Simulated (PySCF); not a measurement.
Al(NMe2)(OH)(SeH) (C₂H₈AlNOSe), SMILES C[N](C)[Al]([OH])[SeH]. The structure is a stationary point at ωB97X-D3(BJ)/def2-SVP. One conformer was computed; it need not be the lowest.

**Question.** Give the equilibrium geometry at ωB97X-D3(BJ)/def2-SVP (PySCF confirms it by a frequency run) as Cartesian coordinates in Å, and its point group. (An estimate is asked for; the answer gives what the named calculation found.)

**Answer.** Several could match; the one computed here: point group Cs.
```xyz
14

Al    -0.6400    -0.2871     0.0000
N      0.4035    -1.7236     0.0000
C     -0.0983    -3.0818     0.0000
C      1.8505    -1.6502     0.0000
H      0.2374    -3.6478     0.8918
H      0.2374    -3.6478    -0.8918
H     -1.2007    -3.0916     0.0000
H      2.2884    -2.1402    -0.8923
H      2.2884    -2.1402     0.8923
H      2.1925    -0.6022     0.0000
O     -2.3392    -0.3502     0.0000
H     -2.9318    -1.1022     0.0000
Se     0.3400     1.7918     0.0000
H     -0.9752     2.4403     0.0000
```
Charge 0, spin multiplicity 1.
